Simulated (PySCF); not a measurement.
C2H4BF3O. Atoms are numbered in the order given.

```xyz
11

B     -0.2183    -0.2729     1.1539
C      0.6073     0.5037     0.0000
F     -0.1804     1.3856    -0.6511
F      1.0803    -0.3535    -0.9266
F      1.6523     1.1868     0.4700
H      0.0688    -0.1252     2.3154
O     -1.2267    -1.0873     0.8554
C     -1.7076    -1.3917    -0.4395
H     -1.1768    -2.2705    -0.8337
H     -2.7754    -1.6325    -0.3525
H     -1.5805    -0.5506    -1.1353
```

Geometry: PBE0-D3(BJ)/def2-SVP. The values are those of a single conformer.

All values below come from HF/def2-TZVP run with PySCF.

The molecule is in vacuum.

Computed frontier levels, gap, dipole moment and polarisability:
- highest occupied level = -12.98 eV
- lowest empty level = 2.36 eV
- orbital gap = 15.34 eV
- dipole moment = 2.06 D
- quadrupole, principal values (traceless, Buckingham form, about the centre of nuclear charge) = -5.38, 0.79, 4.59 D·Å
- mean static polarisability = 39.3 bohr³ (5.83 Å³)
- polarisability, principal values = 34.2, 37.4, 46.4 bohr³
